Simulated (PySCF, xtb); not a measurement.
Si(F)(Br)(OH)(OMe) (CH₄BrFO₂Si), SMILES CO[Si](O)(F)Br. One conformer was computed; it need not be the lowest.

Harmonic wavenumbers (cm⁻¹) from GFN2-xTB in xtb at its own minimum, in rising order: 45, 101, 124, 168, 185, 245, 249, 277, 332, 455, 766, 793, 892, 976, 1135, 1143, 1208, 1418, 1474, 1476, 2966, 2985, 3011, 3673.

What does PBE-D3(BJ)/def2-SVP run with PySCF give at its own minimum? (The exact figures need the calculation; the answer reports its results.)

49, 95, 121, 161, 212, 250, 269, 301, 358, 452, 740, 787, 911, 959, 1129, 1136, 1178, 1422, 1423, 1426, 2942, 3023, 3064, 3767. Paired by order, the mean absolute difference is 23 cm⁻¹ and the zero-point energies are 37.3 and 37.4 kcal/mol.
